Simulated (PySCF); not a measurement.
Compound: VOF3 (singlet state).
Structure used (PBE0-D3(BJ)/def2-SVP), in Å, numbered top down from 1:
```
atom  x, y, z in Å
V1    -0.0002   -0.0001    0.0148
O2    -0.0021   -0.0108    1.5468
F3     1.6124    0.0097   -0.5179
F4    -0.8099    1.3967   -0.5126
F5    -0.8002   -1.3955   -0.5311
```

Theory: TDDFT CAM-B3LYP/def2-SVPD, vertical, gas phase, core orbitals frozen in the response in PySCF 2.14.0, density-fitted response routines.

Computed states:

```
state  E (eV)       f
   S1    4.95  0.0000
   S2    5.22  0.0013
   S3    5.22  0.0013
   S4    5.51  0.0066
   S5    5.63  0.0001
   S6    5.63  0.0001
   S7    6.36  0.0000
   S8    6.57  0.0000
   S9    6.57  0.0000
  S10    6.85  0.0040
  S11    6.85  0.0040
  S12    7.01  0.0027
  S13    7.01  0.0027
  S14    7.13  0.0000
  S15    7.14  0.0030
```

Each state is given a Gaussian of 0.4 eV full width at half maximum, with ε(max) = 2.175×10⁸ f / Δν̃ (Δν̃ the width in cm⁻¹). The width is an assumption, not a result. The curve ends short of the highest state used, and states not computed would add to its high-energy end.

**Question.** Give the broadened spectrum and its maxima.

**Answer.** 
```tsv
E (eV)	ε (L mol⁻¹ cm⁻¹)
4.35	0
4.41	0
4.48	0
4.54	0
4.60	0
4.66	1
4.73	3
4.79	7
4.85	17
4.91	34
4.98	67
5.04	108
5.10	158
5.16	213
5.23	282
5.29	345
5.35	409
5.41	464
5.48	494
5.54	475
5.60	412
5.66	320
5.72	221
5.79	124
5.85	66
5.91	31
5.97	13
6.04	4
6.10	1
6.16	1
6.22	1
6.29	4
6.35	10
6.41	24
6.47	53
6.54	120
```

Maxima: 226 nm (5.48 eV), ε about 490, made up of S4 (88%) (ε in L mol⁻¹ cm⁻¹; maxima over ε = 5, shares over 10%). At its high-energy end, 6.54 eV, the curve is still rising (ε about 120, from S10 and S11).

**Question.** Does any computed singlet lie in the visible range?

**Answer.** No computed singlet lies in the visible range (380 to 750 nm); the lowest, at 250 nm, stands 1.69 eV above its violet end (3.26 eV).

**Question.** What would ε be at 5.48 eV, the highest of these maxima, with half the width (0.2 eV)?

**Answer.** About 831 L mol⁻¹ cm⁻¹ against 494, a factor of about 1.7; a lone state at its own centre would give exactly 2.

**Question.** On this curve, what absorbance would a 10⁻³ mol/L sample give at 248 nm over a 1 cm path?

**Answer.** 248 nm is 4.999 eV, where ε is about 79 L mol⁻¹ cm⁻¹, so A = ε c l ≈ 0.079 (Beer–Lambert, with the gas-phase spectrum and the assumed width).
